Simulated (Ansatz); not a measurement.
A structure relaxed at PBE0-D4/def2-TZVP, charge 0, multiplicity 1:

```xyz
12

C     0.698    0.329   -1.249
C     0.282   -0.276    0.077
C    -0.490    0.696    0.943
Te   -0.879   -2.060   -0.354
H     1.279   -0.369   -1.857
H    -0.172    0.646   -1.831
H     1.317    1.215   -1.074
H     1.162   -0.642    0.608
H    -1.401    1.030    0.442
H    -0.774    0.255    1.900
H     0.127    1.579    1.150
H    -1.148   -2.404    1.246
```

(1) Give its formula and SMILES.

(2) Summarise the bond lengths by kind.

Answers

(1) C3H8Te, `CC(C)[TeH]`.

(2) 2 × C–C 1.513 to 1.516 Å; 7 × C–H 1.091 to 1.097 Å; 1 × C–Te 2.171 Å; 1 × H–Te 1.659 Å.

Program: Ansatz 0.2.0.
